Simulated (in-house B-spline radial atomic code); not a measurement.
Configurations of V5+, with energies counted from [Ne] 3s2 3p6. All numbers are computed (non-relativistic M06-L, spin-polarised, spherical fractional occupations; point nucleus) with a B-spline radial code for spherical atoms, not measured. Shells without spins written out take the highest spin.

Occupations are held fixed; configurations that lie above the ionisation limit could autoionise.

| configuration | E - E(ref) (eV) | highest orbital | its <r> (bohr) |
| --- | --- | --- | --- |
| [Ne] 3s2 3p5 4s1 | 70.191 | 4s up | 2.092 |
| [Ne] 3s2 3p5 4f1 | 98.806 | 4f up | 3.008 |
| [Ne] 3s1 3p6 4p1 | 106.43 | 4p up | 2.247 |
| [Ne] 3s(0 up, 1 down) 3p6 4d(0 up, 1 down) | 118.2 | 4d down | 2.677 |
| [He] 2s2 2p5 3s2 3p6 4d1 | 580.65 | 4d up | 2.605 |
| [He] 2s2 2p5 3s2 3p6 4f1 | 590.16 | 4f up | 3.022 |

Task: Order these further configurations by energy, lowest first.
A. [Ne] 3s2 3p5 3d1
B. [Ne] 3s(1 up, 0 down) 3p6 3d(0 up, 1 down)
C. [He] 2s2 2p5 3s2 3p6 4p1
D. [He] 2s2 2p5 3s2 3p6 4s1
E. [He] 2s2 2p(3 up, 2 down) 3s2 3p6 4f(0 up, 1 down)

Result: A (41.504 eV), B (71.209 eV), D (560.57 eV), C (568.74 eV), E (590.17 eV).

Task: How far above the reference does [Ne] 3s1 3p6 3d1 lie?

Result: 69.259 eV; its least bound orbital is 3d up with <r> = 0.9938 bohr.

Task: How far above the reference does [Ne] 3s(1 up, 0 down) 3p6 4f(0 up, 1 down) lie?

Result: 127 eV; its least bound orbital is 4f down with <r> = 3.018 bohr.
